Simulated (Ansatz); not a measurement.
`CCCCCCCCC` + `OBCl` → `CCOBCl` + `CCCCCCC`  (substitution at a C–C bond)

Program: Ansatz. Geometries: PBE0-D4/def2-TZVP. ΔE: electronic, gas phase. CBS: MP2 limit from def2 TZ/QZ plus the TZ coupled-cluster correction, frozen cores. This one scheme is used for every species. Functionals use def2-TZVPP. One conformer a species, not always the lowest.

```json
{"level": "PBE", "ΔE (kJ/mol)": "18.8"}
{"level": "r2SCAN", "ΔE (kJ/mol)": "22.3"}
{"level": "HF/def2-TZVPP", "ΔE (kJ/mol)": "7.1"}
{"level": "SCS-MP2/def2-TZVPP", "ΔE (kJ/mol)": "28.9"}
```

Problem. What does CCSD(T)/CBS give? (Best estimate.)

Solution. The calculation gave: +31.1 kJ/mol. The listed levels differ from it by -12.3, -8.8, -24.0, -2.2 kJ/mol.

Largest T1 diagnostic among the species: 0.012.

In def2-TZVPP, CCSD(T) changes the Hartree–Fock value by +23.3 kJ/mol (the triples alone add +2.1 kJ/mol) and MP2 by +29.1 kJ/mol. The D4 term adds +11.3 kJ/mol with B3LYP and +6.9 kJ/mol with PBE0; it sums over pairs of atoms, weighted by their polarisabilities, and B3LYP, whose exchange is more repulsive, gets the larger term.

B3LYP here is the variant with VWN-RPA as its local correlation; programs differ in this.
